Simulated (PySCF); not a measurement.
Be(tBu)(NH2) (C₄H₁₁BeN), SMILES C[C]([Be][NH2])(C)C.

Geometry optimised at B3LYP-D3(BJ)/def2-SVP. The values are those of a single conformer.

Calculation: B3LYP-D3(BJ)/def2-SVP in PySCF.

No scaling factor is applied to the harmonic values.

Give all harmonic wavenumbers and intensities. (Estimate from the structure and the level; the computed values follow.)


```csv
mode,ν (cm⁻¹),IR (km/mol),moving atoms (share of kinetic energy)
1,11,0.2,H 94 %
2,94,0.5,"C 41 %, H 36 %, N 18 %"
3,96,0.1,"C 44 %, H 34 %, N 18 %"
4,243,0.0,H 99 %
5,284,0.0,H 96 %
6,285,0.0,H 95 %
7,322,0.1,"H 29 %, C 29 %, N 29 %, Be 12 %"
8,327,2.7,"H 40 %, Be 38 %, C 22 %"
9,350,0.9,"C 44 %, H 41 %, Be 15 %"
10,381,1.0,"C 47 %, H 43 %, Be 10 %"
11,412,60.7,"H 62 %, C 16 %, Be 15 %"
12,471,143.4,"Be 49 %, H 25 %, N 16 %, C 10 %"
13,564,0.1,"C 50 %, H 30 %, N 19 %"
14,671,83.4,"H 51 %, Be 31 %, N 16 %"
15,825,4.6,"C 65 %, H 32 %"
16,948,0.0,"H 82 %, C 18 %"
17,950,2.6,"H 51 %, C 49 %"
18,951,1.8,"H 52 %, C 48 %"
19,1011,6.0,"H 72 %, C 28 %"
20,1016,2.7,"H 71 %, C 28 %"
21,1173,38.2,"C 39 %, H 38 %, Be 17 %"
22,1196,0.4,"C 65 %, H 35 %"
23,1200,0.0,"C 66 %, H 34 %"
24,1350,116.3,"Be 54 %, C 21 %, H 18 %"
25,1379,0.4,"H 81 %, C 19 %"
26,1380,0.5,"H 81 %, C 19 %"
27,1407,0.5,"H 81 %, C 19 %"
28,1453,1.6,H 96 %
29,1454,2.0,H 96 %
30,1459,0.0,H 96 %
31,1478,6.1,H 96 %
32,1479,5.9,H 96 %
33,1483,20.1,H 93 %
34,1539,128.5,"H 81 %, N 14 %"
35,2972,36.8,H 96 %
36,2972,34.4,H 96 %
37,2977,77.4,H 96 %
38,3048,24.0,"H 92 %, C 8 %"
39,3051,15.2,"H 92 %, C 8 %"
40,3053,61.9,"H 92 %, C 8 %"
41,3078,15.6,"H 91 %, C 9 %"
42,3082,35.9,"H 91 %, C 9 %"
43,3083,47.5,"H 91 %, C 9 %"
44,3572,45.0,H 95 %
45,3644,26.5,"H 92 %, N 8 %"
```
